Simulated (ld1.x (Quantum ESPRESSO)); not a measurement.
vanadium (V): excitation energies, all-electron against TM

- Element: V (Z = 23)
- Generator: ld1.x (Quantum ESPRESSO) 7.5
- Type: norm-conserving Troullier–Martins (Kleinman–Bylander form)
- Functional: PBE
- Relativity: scalar-relativistic
- Frozen core: [Ar]
- Valence charge: 5
- Reference configuration: 3d3 4s2 4p0
- Partial waves: 4s (bound): rc 2.00 bohr; 4p (bound, empty): rc 2.35 bohr; 3d (bound): rc 2.35 bohr; 4f channel at -0.2 Ry: rc 1.85 bohr
- Local potential: all-electron potential smoothed inside 1.90 bohr (lloc = -1)
- Core correction: a·sin(br)/r model core, default radius (core density twice the valence density)

Energies are relative to the spin-unpolarised reference configuration 3d3 4s2 4p0; without spin polarisation the order of configurations can differ from experiment. Not all tests gave a result: 1 of 7 tests not solved or not reliable. Left out of the table: 3d4 4s1 4p0 (solver errors, printed error -5.3 eV).

```tsv
valence configuration	charge	ΔE all-electron (eV)	error AE − PS (meV)
3d3 4s0 4p0	+2	22.031	-23
3d2 4s0 4p0	+3	50.928	-237
3d3 4s0 4p2	0	6.855	+1.5
3d3 4s1.5 4p0	+0.5	3.092	-5.1
```

Question: What are ΔE and the potential's error for 3d3 4s1 4p0?

Answer: ΔE = 7.735 eV all-electron; the error (AE − PS) is -16 meV.

Question: What are ΔE and the potential's error for 3d3 4s1 4p1?

Answer: ΔE = 3.347 eV all-electron; the error (AE − PS) is -3.0 meV.

Levels in the configuration 3d3 4s1.5 4p0:

```csv
level,all-electron (eV),pseudo (eV)
3d,-8.731,-8.816
4s,-7.703,-7.720
```

Note: ghost state, extra bound levels that the all-electron valence spectrum of the same l lacks: s at -7.3 eV. A true bound ghost makes a file unfit for plane-wave use.
